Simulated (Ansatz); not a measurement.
Coupled-cluster diagnostics for AlCl2Br (AlBrCl₂), Ansatz.

Geometry of the singlet (B3LYP-D4/def2-SVP):

```xyz
4

Al    0.032   -0.009    0.004
Cl    0.706   -0.695    1.856
Cl    1.370    0.120   -1.592
Br   -2.108    0.583   -0.268
```

Correlated methods freeze 24 core orbitals; core or outer-core shells of Br are correlated, in sets that lack core-valence functions.

Problem. Estimate the CCSD(T) correlation energy, the shares of MP2 and (T), T1 and the reference's ⟨S²⟩ for: charge 0, singlet, own geometry in def2-TZVPP; and the rough time on 4 threads of Arm Neoverse V2 on a shared host.

Solution. 
```json
{"state": "charge 0, singlet, own geometry", "basis": "def2-TZVPP", "correlation (eV)": "-21.206", "MP2 share (%)": "91.4", "(T) share (%)": "3.8", "T1": "0.007", "⟨S²⟩ (pure)": "0.00 (0.00)", "wall time": "6.5 s"}
```
Customary marks for T1 are 0.02 (closed shells), 0.045 (open shells) and about 0.05 (3d metals). T1 stays under 0.02 throughout.
